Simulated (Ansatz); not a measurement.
Input file for Ansatz (a program for electronic structure): R-CCSD(T)/aug-cc-pV(T+d)Z on ClHSi (SMILES [SiH]Cl), atoms moved off the minimum. Files ending in .json are basis or fitting sets from the Basis Set Exchange.

Ansatz 0.2 input:
```yaml
crystal:
  periodic: [false, false, false]
  atoms:
    - {symbol: Si, position_ang: [0.70045256, -0.37769549, 0.69260830]}
    - {symbol: H, position_ang: [1.75024166, -0.63112325, -0.34750848]}
    - {symbol: Cl, position_ang: [-0.76162202, 0.14672953, -0.66770503]}
basis:
  gaussian:
    orbitals: aug-cc-pV_T+d_Z.json
magnetization: {spin_polarized: false}
correlation: {method: ccsd_t, electrons: outside_noble_gas}
scf: {lower_state_search: off}
output: {forces: true}
```

The log:

```
WARN ansatz: RAYON_NUM_THREADS=1 ignored (pool sized by the plan → 1); use --threads N
Functional definition: HF
these checks for a lower state are left out or cut short: starts, cluster_reference, orbital_swaps, neighbouring_geometries, increment
integrals: 0.25 GiB planned
778 factors; integrals over basis functions are off by at most 8.3e-4 eV
mean field: 0.26 GiB planned
mean field evaluation 1: about -20381.9271 eV, gradient 1.2e1 eV
mean field evaluation 2: about -20381.9291 eV, gradient 1.2e1 eV
mean field evaluation 4: about -20382.5180 eV, gradient 1.5e0 eV
mean field evaluation 8: about -20382.5333 eV, gradient 9.9e-2 eV
mean field -20382.53336990 eV, -749.0442855664 hartree, gradient 1.0e-6 eV, S^2 0.000000; 0 other end points of the search recorded, 0 dependent functions left out; unrestricted orbitals would lower it
10 core orbitals not correlated
reference -20382.53336990 eV, -749.0442855664 hartree; 6, 6 occupied and 117, 117 virtual orbitals, 778 factors
densities: 0.95 GiB planned
second order -8.04606475 eV of doubles, -0.00000000 eV of singles
coupled cluster: 0.60 GiB planned
cycle   1  -8.64255469 eV  change   -6.0e-1 eV  update   7.3e-2
cycle   2  -8.91026407 eV  change   -2.7e-1 eV  update   2.7e-2
cycle   3  -8.95842306 eV  change   -4.8e-2 eV  update   1.3e-2
cycle   4  -8.95102265 eV  change    7.4e-3 eV  update   4.3e-3
cycle   5  -8.95086871 eV  change    1.5e-4 eV  update   1.5e-3
cycle   6  -8.95116031 eV  change   -2.9e-4 eV  update   5.2e-4
cycle   7  -8.95110874 eV  change    5.2e-5 eV  update   1.8e-4
cycle   8  -8.95114791 eV  change   -3.9e-5 eV  update   6.6e-5
cycle   9  -8.95115191 eV  change   -4.0e-6 eV  update   2.2e-5
cycle  10  -8.95113969 eV  change    1.2e-5 eV  update   7.9e-6
cycle  11  -8.95114157 eV  change   -1.9e-6 eV  update   3.3e-6
perturbative correction -0.39796566 eV, -0.0146249683 hartree
the calculation of the forces begins
mean field evaluation 16: about -20382.5313 eV, gradient 8.8e-2 eV
Total energy: -20391.88247713 eV, -749.3878589200 hartree
Atom 0 at     0.700453    -0.377695     0.692608 Å, force     0.058656    -0.045435     0.454222 eV/Å
Atom 1 at     1.750242    -0.631123    -0.347508 Å, force     0.265679    -0.068073    -0.198756 eV/Å
Atom 2 at    -0.761622     0.146730    -0.667705 Å, force    -0.324335     0.113508    -0.255466 eV/Å
Dipole moment:     0.179099    -0.059098     0.082399 e Å
Checks for a lower state left out: starts, cluster_reference, orbital_swaps, neighbouring_geometries, increment
```

Self-consistency was reached.

Cost: about 40 core-seconds (a rough figure).
